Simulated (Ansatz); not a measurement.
A nudged elastic band was laid between two geometries of F3HSi + H3Si (9 atoms, charge 0, multiplicity 2).

Method: UHF/def2-SVP in Ansatz.

```
movable images  : 5
climbing image  : yes
spring          : 5.0 eV/Å²
optimiser       : quadratic models (default)
start path      : through a guess of the saddle point
force threshold : 0.05 eV/Å
iteration limit : 60
end points      : relaxed
```

Initial state:

```xyz
9
Properties=species:S:1:pos:R:3
Si -0.009 -0.019 -0.994
F -0.004 -0.021 0.588
F 1.495 0.031 -1.485
F -0.722 1.309 -1.476
H -0.686 -1.190 -1.513
Si -0.004 -0.002 5.045
H -0.764 -1.186 5.513
H 1.405 -0.068 5.496
H -0.648 1.252 5.502
```

Final state:

```xyz
9
Properties=species:S:1:pos:R:3
Si 0.394 -0.136 -0.283
F -0.178 -1.123 2.399
F 0.800 0.550 -1.677
F 0.535 1.036 0.816
H -1.021 -0.535 -0.370
Si -0.125 -0.119 3.676
H -0.497 -0.918 4.857
H 1.249 0.388 3.807
H -1.096 0.962 3.452
```

Task: What changes between the two ends?

Result: Bonds broken: Si1–F2. Bonds formed: F2–Si6. F3HSi + H3Si becomes F2HSi + FH3Si.

Task: Give the energies along the band, and the barrier.

Result: The forces met the threshold. The highest image is number 3 of 0 to 6, 62.9 kcal/mol above the first end and 53.5 kcal/mol above the last; the last end lies 9.4 kcal/mol above the first. A structure lower than the first end lies on the path between it and the top, so the climb from that side starts below the end, which may itself be a saddle point or a shallow side well. Neighbouring images differ by up to 2.7 eV, so the band resolves the path poorly. A vibrational analysis at the climbing image gives one clearly imaginary mode, 1767i cm⁻¹: a first-order saddle point.

```json
{"image": "0", "path coordinate (Å)": "0.00", "energy (kcal/mol)": "0.0", "Si1–F2 (Å)": "1.58", "F2–Si6 (Å)": "4.46"}
{"image": "1", "path coordinate (Å)": "2.50", "energy (kcal/mol)": "-0.1", "Si1–F2 (Å)": "1.58", "F2–Si6 (Å)": "4.06"}
{"image": "2", "path coordinate (Å)": "4.99", "energy (kcal/mol)": "-0.5", "Si1–F2 (Å)": "1.59", "F2–Si6 (Å)": "3.48"}
{"image": "3", "path coordinate (Å)": "7.49", "energy (kcal/mol)": "62.9", "Si1–F2 (Å)": "1.82", "F2–Si6 (Å)": "1.98"}
{"image": "4", "path coordinate (Å)": "8.31", "energy (kcal/mol)": "14.0", "Si1–F2 (Å)": "2.50", "F2–Si6 (Å)": "1.63"}
{"image": "5", "path coordinate (Å)": "9.13", "energy (kcal/mol)": "9.9", "Si1–F2 (Å)": "2.85", "F2–Si6 (Å)": "1.62"}
{"image": "6", "path coordinate (Å)": "9.96", "energy (kcal/mol)": "9.4", "Si1–F2 (Å)": "2.91", "F2–Si6 (Å)": "1.63"}
```

Task: What is the geometry of the highest image?

Result: 
```xyz
9
Properties=species:S:1:pos:R:3:forces:R:3
Si 0.235 -0.215 0.069 0.02 0.03 -0.05
F 0.090 -0.540 1.851 0.00 0.02 0.04
F 1.456 -0.525 -0.928 0.00 -0.02 0.00
F 0.339 1.373 0.283 -0.02 -0.01 0.01
H -1.043 -0.474 -0.607 0.00 0.00 0.00
Si -0.208 0.020 3.730 0.00 0.00 0.00
H -0.179 -1.164 4.604 0.00 0.00 0.00
H 0.896 0.955 3.983 0.00 0.00 0.00
H -1.523 0.677 3.692 0.00 0.00 0.00
```

Run time: 6.1 min on 2 threads of Intel(R) Xeon(R) Platinum 8259CL CPU @ 2.50GHz (Skylake/Cascade Lake) (shared host), peak memory 0.28 GiB.
